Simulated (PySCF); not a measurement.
Computed properties of SbFBr2, SMILES [F][Sb]([Br])[Br]

SbFBr2, SMILES [F][Sb]([Br])[Br]. Geometry: PBE0-D3(BJ)/def2-SVP. The def2 effective core potentials stand for the cores of Sb; spin–orbit coupling is left out. One conformer was computed; it need not be the lowest. All values are computed for the isolated molecule unless a solvent is named; none is compared with measurement here.

**Structure.** The optimised structure has Cs symmetry. All 6 harmonic modes at PBE0-D3(BJ)/def2-SVP (PySCF) are real, so it is a minimum. With heavy atoms numbered as in [Sb:1]([F:2])([Br:3])[Br:4], the shortest bond between them is Sb1–F2 at 1.930 Å and the longest Sb1–Br4 at 2.510 Å.

**Vibrations.** The strongest infrared lines (harmonic, unscaled, degenerate partners summed) lie at 640 cm⁻¹ (67 km/mol, F 86 %, Sb 14 %), 261 cm⁻¹ (57 km/mol, Br 53 %, Sb 46 %), 266 cm⁻¹ (26 km/mol, Br 57 %, Sb 41 %). The softest mode is at 80 cm⁻¹ and the zero-point energy is 2.2 kcal/mol.

**Electronic structure.** r2SCAN/def2-TZVP (PySCF) places the frontier levels at -7.64 and -2.81 eV, a gap of 4.83 eV, and gives a dipole moment of 2.75 D and a mean polarisability of 78.3 bohr³. PBE/def2-TZVP (PySCF) at the same geometry gives -7.32 and -2.92 eV, so its gap is 0.43 eV narrower. An orbital gap is neither the optical nor the fundamental gap.

**Excitations.** TDDFT-B3LYP/def2-SVPD (PySCF) has S1 at 4.83 eV (257 nm, f = 0.002, dark); the most intense of the 10 singlets computed lies at 4.90 eV (f = 0.04). T1 (TDA) is at 4.20 eV. TDDFT-PBE/def2-SVPD (PySCF) puts S1 at 4.50 eV. No vertical singlet excitation falls in the visible range (under 3.1 eV).
